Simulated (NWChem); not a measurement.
System: CH₃N₂S anion

NWChem input:

```
start job
memory heap 200 mb stack 900 mb global 1100 mb
charge -1
geometry units angstroms noautoz
  N      1.159874    -1.172947     0.010874
  C      0.112167    -0.408126     0.015070
  N     -1.134234    -1.061050     0.043918
  S      0.037783     1.354135     0.003703
  H      1.991781    -0.587238     0.025580
  H     -1.088497    -2.018097    -0.290829
  H     -1.893999    -0.509919    -0.331356
end
basis spherical
  * library def2-svpd
end
dft
  xc xwpbe 0.80 cpbe96 1.0 hfexch 1.00
  cam 0.2 cam_alpha 0.2 cam_beta 0.8
  iterations 150
  mulliken
end
task dft energy
```

Coordinates come from a B3LYP/def2-SVPD optimisation.

### Question
Give the results of this calculation. (LRC-wPBEh/def2-SVPD.) Quantities: energy (Ha); highest occupied level (eV); orbital gap (eV).

### Answer
```
Property                      Result
---------------------------  -------
energy (Ha)                  -547.16
highest occupied level (eV)    -2.56
orbital gap (eV)                8.72
```
